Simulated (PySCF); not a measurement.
Si(F)(NHMe)(OH)2 (CH₆FNO₂Si), SMILES CN[Si](O)(O)F. Atoms are numbered in the order given.

```xyz
12

C      2.3360     0.0671    -0.4903
N      1.0717    -0.6291    -0.4950
Si    -0.4016    -0.0207     0.0793
O     -0.5378     1.5880    -0.2535
O     -1.5695    -0.9922    -0.5577
F     -0.5988    -0.0502     1.6876
H      3.0242    -0.2816     0.3009
H      2.1610     1.1396    -0.3190
H      2.8604    -0.0269    -1.4570
H      1.1222    -1.6194    -0.7033
H     -0.4370     1.8219    -1.1805
H     -2.3795    -1.0572    -0.0435
```

Coordinates come from a PBE0-D3(BJ)/def2-SVP optimisation. The structure was generated by enumeration, and PubChem lists no compound with its InChIKey, so it may never have been made. Other conformers were not sampled.

Two levels are set side by side: PBE/pcSseg-1 (PySCF) and PBE0/pcSseg-1 (PySCF). GIAO shifts against CFCl3 (¹⁹F), H2O (¹⁷O), NH3 (¹⁵N), TMS (²⁹Si), TMS (¹H), TMS (¹³C) at the same level; non-relativistic, no solvent, atoms listed together averaged. Differences are taken from unrounded values.

```csv
quantity,PBE
δ(¹³C) of C1 (ppm),32.2
δ(¹⁵N) of N2 (ppm),34.7
δ(²⁹Si) of Si3 (ppm),-58.2
δ(¹⁹F) of F6 (ppm),-182.1
δ(¹H) of H10 (ppm),0.74
```

Question: These are the PBE values. What does PBE0 give? (Estimate from the structure and the level; the computed values follow.)

Answer: 
```json
[
 {"quantity": "δ(¹³C) of C1 (ppm)", "PBE0": "30.8", "PBE minus PBE0": "1.4"},
 {"quantity": "δ(¹⁵N) of N2 (ppm)", "PBE0": "27.4", "PBE minus PBE0": "7.3"},
 {"quantity": "δ(²⁹Si) of Si3 (ppm)", "PBE0": "-58.9", "PBE minus PBE0": "0.7"},
 {"quantity": "δ(¹⁹F) of F6 (ppm)", "PBE0": "-162.4", "PBE minus PBE0": "-19.7"},
 {"quantity": "δ(¹H) of H10 (ppm)", "PBE0": "0.76", "PBE minus PBE0": "-0.02"}
]
```

Rough cost on one machine, each run with all the roots and properties that it gave: PBE0 against PBE within a factor of 2.
